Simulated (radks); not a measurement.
Results of a calculation; reference values are marked as such.
Fractional charge and spin in the 3p shell of nickel: the spin-up occupation runs from 2 to 3 and the spin-down occupation from 2 to 3; the fullest corner is Ni3+, [Ne] 3s2 3d(up 3.5, down 3.5) 3p(up 3, down 3). Level of theory: non-relativistic Kohn-Sham, PBE, spin-polarised, spherical densities, point nucleus (a radial shooting solver on a logarithmic mesh with Libxc functionals). Energy (eV) minus the two flat planes that join the four corners (they meet along the diagonal where the two added fractions sum to one electron); zero is where a piecewise linear energy would lie.

\begin{tabular}{lrrrrr}
down \ up & 2 & 2.25 & 2.5 & 2.75 & 3 \\ \hline
2 & 0.000 & -2.264 & -3.004 & -2.242 & 0.000 \\
2.25 & -2.264 & -2.903 & -2.042 & 0.295 & -2.103 \\
2.5 & -3.004 & -2.042 & 0.394 & -1.909 & -2.786 \\
2.75 & -2.242 & 0.295 & -1.909 & -2.690 & -2.075 \\
3 & 0.000 & -2.103 & -2.786 & -2.075 & 0.000 \\
\end{tabular}

Corners above the fullest one (they belong to Ni4+ and the next ion): (up 3, down 2) 120.93 eV, (up 2, down 3) 120.93 eV, (up 2, down 2) 266.63 eV. With half an added electron in each spin the energy lies 0.394 eV from the planes, and with half an added electron in spin up alone -3.004 eV. The planes are only a guide here: the flat-plane condition holds for ground states with one frontier orbital, while this shell lies below other occupied shells, so the corners above the fullest one are inner-hole states and not the ground states of those ions.
